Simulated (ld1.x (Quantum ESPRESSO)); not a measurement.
u(r) = r·R(r): atom against pseudo-atom (Li)

Columns: radius, all-electron u(r) and pseudo u(r) of the 1s shell (level -52.16 eV) of lithium in the configuration 1s2 2s0.5 2p0.5; PBEsol, scalar-relativistic, RRKJ scheme, ld1.x (Quantum ESPRESSO) 7.5.

```json
{"r (bohr)": "0.210", "all-electron": "1.0459", "pseudo": "0.7768"}
{"r (bohr)": "0.420", "all-electron": "1.1642", "pseudo": "1.3496"}
{"r (bohr)": "0.630", "all-electron": "0.9996", "pseudo": "0.9997"}
{"r (bohr)": "0.840", "all-electron": "0.7785", "pseudo": "0.7785"}
{"r (bohr)": "1.050", "all-electron": "0.5771", "pseudo": "0.5771"}
{"r (bohr)": "1.260", "all-electron": "0.4157", "pseudo": "0.4157"}
{"r (bohr)": "1.470", "all-electron": "0.2940", "pseudo": "0.2940"}
{"r (bohr)": "1.680", "all-electron": "0.2051", "pseudo": "0.2051"}
{"r (bohr)": "1.890", "all-electron": "0.1419", "pseudo": "0.1419"}
{"r (bohr)": "2.100", "all-electron": "0.0978", "pseudo": "0.0978"}
{"r (bohr)": "2.310", "all-electron": "0.0671", "pseudo": "0.0671"}
{"r (bohr)": "2.520", "all-electron": "0.0460", "pseudo": "0.0460"}
{"r (bohr)": "2.730", "all-electron": "0.0314", "pseudo": "0.0314"}
{"r (bohr)": "2.940", "all-electron": "0.0213", "pseudo": "0.0213"}
{"r (bohr)": "3.150", "all-electron": "0.0145", "pseudo": "0.0145"}
{"r (bohr)": "3.360", "all-electron": "0.0098", "pseudo": "0.0098"}
{"r (bohr)": "3.570", "all-electron": "0.0067", "pseudo": "0.0067"}
{"r (bohr)": "3.780", "all-electron": "0.0045", "pseudo": "0.0045"}
{"r (bohr)": "3.990", "all-electron": "0.0030", "pseudo": "0.0030"}
{"r (bohr)": "4.200", "all-electron": "0.0020", "pseudo": "0.0020"}
{"r (bohr)": "4.410", "all-electron": "0.0014", "pseudo": "0.0014"}
{"r (bohr)": "4.620", "all-electron": "0.0009", "pseudo": "0.0009"}
{"r (bohr)": "4.830", "all-electron": "0.0006", "pseudo": "0.0006"}
{"r (bohr)": "5.040", "all-electron": "0.0004", "pseudo": "0.0004"}
{"r (bohr)": "5.250", "all-electron": "0.0003", "pseudo": "0.0003"}
{"r (bohr)": "5.460", "all-electron": "0.0002", "pseudo": "0.0002"}
```

**Question.** How many radial nodes do the two functions have?

**Answer.** The all-electron 1s function has n − l − 1 = 0; the pseudo-wave has 0.

**Question.** At about which radius was the pseudo-wave matched?

**Answer.** 0.65 bohr, where the columns begin to agree (steps of 0.21 bohr).

**Question.** Is the pseudo-wave norm-conserving?

**Answer.** Yes: the RRKJ scheme keeps the norm inside the radius equal to the all-electron one, which fixes the energy derivative of the logarithmic derivative at the level.
